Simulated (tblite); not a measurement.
Species: C₄H₁₀F₃NSi₂.
Numbering: `[F:1][C:2]([F:3])([F:4])[Si@@:5]1([CH2:6][SiH3:7])[CH2:8][CH2:9][NH:10]1` (hydrogens: H11, H12 on C6; H13, H14, H15 on Si7; H16, H17 on C8; H18, H19 on C9; H20 on N10)

Computed with GFN2-xTB (tblite), gas phase: L-BFGS steps from a force-field or distance-geometry start until the largest atomic force falls under 0.01 eV/Å.

Step 49: E = -931.5191 eV
```
atom  x, y, z in Å  |  force x, y, z in eV/Å
F1     -1.0063    1.8843   -1.7342    0.014  -0.051   0.048
C2     -0.0583    1.9519   -0.7744    0.046   0.011   0.014
F3     -0.5413    2.8132    0.1497   -0.011   0.012  -0.017
F4      0.9954    2.5668   -1.3381    0.006   0.021  -0.019
Si5     0.3719    0.2347    0.0500   -0.011  -0.022   0.036
C6     -1.0531   -0.0963    1.2512    0.021  -0.013  -0.004
Si7    -2.7729   -0.3177    0.4393   -0.011   0.013   0.001
C8      1.0801   -1.1806   -1.0195   -0.043   0.024   0.026
C9      2.3503   -1.0973   -0.1628   -0.012   0.069  -0.004
N10     2.0265    0.1601    0.5063   -0.031   0.041   0.012
H11    -1.1217    0.7322    1.9574    0.004  -0.017  -0.019
H12    -0.8177   -0.9818    1.8414   -0.020   0.000  -0.010
H13    -2.6806   -1.2592   -0.6784    0.020  -0.013   0.008
H14    -3.2460    0.9837   -0.0180   -0.031   0.006  -0.006
H15    -3.6666   -0.8649    1.4648   -0.022   0.016  -0.001
H16     0.5660   -2.1326   -0.9604    0.020  -0.002  -0.008
H17     1.2620   -0.9423   -2.0628    0.027  -0.055   0.031
H18     3.2761   -1.0206   -0.7344    0.022  -0.007  -0.007
H19     2.4374   -1.9191    0.5535   -0.020  -0.053  -0.085
H20     2.5935    0.4963    1.2663    0.031   0.021   0.003
```

Step 50: E = -931.5202 eV
```
atom  x, y, z in Å  |  force x, y, z in eV/Å
F1     -1.0058    1.8832   -1.7330    0.021  -0.051   0.042
C2     -0.0568    1.9498   -0.7743    0.041  -0.010   0.028
F3     -0.5380    2.8128    0.1492   -0.006   0.022  -0.016
F4      0.9987    2.5607   -1.3390   -0.001   0.024  -0.018
Si5     0.3710    0.2327    0.0550   -0.024  -0.038   0.004
C6     -1.0553   -0.0966    1.2546   -0.011  -0.012  -0.010
Si7    -2.7749   -0.3161    0.4402   -0.022   0.002  -0.008
C8      1.0796   -1.1811   -1.0190   -0.036   0.030   0.033
C9      2.3527   -1.0933   -0.1661   -0.013   0.030  -0.009
N10     2.0246    0.1579    0.5118    0.011   0.042   0.014
H11    -1.1261    0.7326    1.9589    0.010   0.003  -0.008
H12    -0.8234   -0.9802    1.8482   -0.010  -0.014  -0.012
H13    -2.6791   -1.2607   -0.6760    0.018  -0.001   0.018
H14    -3.2448    0.9861   -0.0211   -0.025  -0.011   0.001
H15    -3.6772   -0.8630    1.4604    0.004   0.030  -0.014
H16     0.5703   -2.1364   -0.9598    0.025   0.026   0.000
H17     1.2589   -0.9430   -2.0635    0.018  -0.049   0.052
H18     3.2753   -1.0131   -0.7426    0.020   0.017   0.001
H19     2.4480   -1.9184    0.5458   -0.026  -0.052  -0.081
H20     2.5971    0.4967    1.2674    0.006   0.011  -0.019
```

Step 51: E = -931.5213 eV
```
atom  x, y, z in Å  |  force x, y, z in eV/Å
F1     -1.0048    1.8806   -1.7307    0.024  -0.052   0.032
C2     -0.0544    1.9481   -0.7734    0.026  -0.022   0.036
F3     -0.5354    2.8129    0.1484    0.004   0.028  -0.010
F4      1.0013    2.5569   -1.3400   -0.007   0.023  -0.014
Si5     0.3700    0.2308    0.0594   -0.025  -0.031  -0.022
C6     -1.0572   -0.0970    1.2570   -0.044  -0.009  -0.009
Si7    -2.7770   -0.3147    0.4407   -0.026  -0.006  -0.016
C8      1.0786   -1.1808   -1.0181   -0.011   0.024   0.029
C9      2.3545   -1.0890   -0.1690   -0.005  -0.015  -0.010
N10     2.0232    0.1572    0.5162    0.046   0.026   0.010
H11    -1.1297    0.7327    1.9597    0.014   0.020   0.001
H12    -0.8286   -0.9790    1.8536   -0.002  -0.027  -0.014
H13    -2.6775   -1.2619   -0.6738    0.014   0.008   0.024
H14    -3.2448    0.9880   -0.0238   -0.019  -0.025   0.007
H15    -3.6859   -0.8608    1.4570    0.022   0.040  -0.022
H16     0.5745   -2.1393   -0.9591    0.022   0.041   0.014
H17     1.2569   -0.9457   -2.0636    0.005  -0.030   0.056
H18     3.2751   -1.0066   -0.7495    0.005   0.041   0.012
H19     2.4560   -1.9186    0.5374   -0.028  -0.038  -0.071
H20     2.6001    0.4969    1.2686   -0.014   0.006  -0.033
```

Task: Estimate the geometry and energy of step 52. (The exact step hangs on the optimiser's Hessian estimate; all steps are aligned on step 51, rigid shifts and turns removed.)

Result: E = -931.5225 eV, largest force 0.066 eV/Å
```
atom  x, y, z in Å  |  force x, y, z in eV/Å
F1     -1.0030    1.8760   -1.7269    0.024  -0.052   0.017
C2     -0.0508    1.9457   -0.7715    0.006  -0.023   0.037
F3     -0.5323    2.8126    0.1482    0.015   0.032  -0.003
F4      1.0040    2.5535   -1.3414   -0.012   0.015  -0.005
Si5     0.3688    0.2279    0.0637   -0.017  -0.009  -0.031
C6     -1.0601   -0.0974    1.2589   -0.066  -0.005  -0.003
Si7    -2.7800   -0.3131    0.4406   -0.020  -0.011  -0.020
C8      1.0775   -1.1801   -1.0166    0.023   0.007   0.015
C9      2.3567   -1.0842   -0.1726    0.009  -0.053  -0.007
N10     2.0221    0.1571    0.5201    0.060  -0.007  -0.004
H11    -1.1331    0.7338    1.9594    0.016   0.030   0.007
H12    -0.8345   -0.9775    1.8591    0.002  -0.036  -0.018
H13    -2.6759   -1.2631   -0.6711    0.010   0.011   0.023
H14    -3.2460    0.9895   -0.0268   -0.015  -0.030   0.009
H15    -3.6940   -0.8573    1.4537    0.029   0.043  -0.022
H16     0.5789   -2.1411   -0.9570    0.010   0.035   0.032
H17     1.2549   -0.9502   -2.0629   -0.009   0.001   0.040
H18     3.2751   -0.9977   -0.7573   -0.015   0.059   0.021
H19     2.4653   -1.9197    0.5262   -0.029  -0.015  -0.053
H20     2.6013    0.4960    1.2711   -0.019   0.007  -0.033
```

The energy changes by -0.0012 eV. The first-order estimate −F·Δx gives -0.0017 eV and the mean of the old and new forces, exact on a quadratic surface, -0.0012 eV. The step makes an angle of 73° with the force vector and moves no atom by more than 0.015 Å.

What follows is the cost of the whole relaxation. The run took 1.3 s wall on one thread, Arm Neoverse N1 (aarch64) (shared host).
